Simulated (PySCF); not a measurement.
SnO2, SMILES [O]=[Sn]=[O].

Geometry: r2SCAN-D4/def2-TZVP. The def2 effective core potentials stand for the cores of Sn; spin–orbit coupling is left out.

Two levels are set side by side: PBE/def2-TZVPD (PySCF) and M06-2X/def2-TZVPD (PySCF). Same geometry, gas phase. Differences are taken from unrounded values.

```csv
quantity,M06-2X
orbital gap (eV),7.79
highest occupied level (eV),-10.19
lowest empty level (eV),-2.40
mean polarisability (bohr³),40.7
```

Problem. What does PBE give, and how far is it from M06-2X? (An estimate is asked for; the answer gives what the named calculation found.)

Solution. 
| quantity | PBE | PBE minus M06-2X |
|---|---|---|
| orbital gap (eV) | 2.95 | -4.83 |
| highest occupied level (eV) | -7.20 | 2.99 |
| lowest empty level (eV) | -4.25 | -1.84 |
| mean polarisability (bohr³) | 44.4 | 3.7 |

PBE's occupied levels lie high since its potential decays too fast outside the molecule; exact exchange lowers them and widens the gap. PBE's more diffuse valence density responds more strongly to a field. Differences between two approximate levels are no errors against the true value.

Rough cost on one machine, each run with all the roots and properties that it gave: M06-2X against PBE about 3 times.
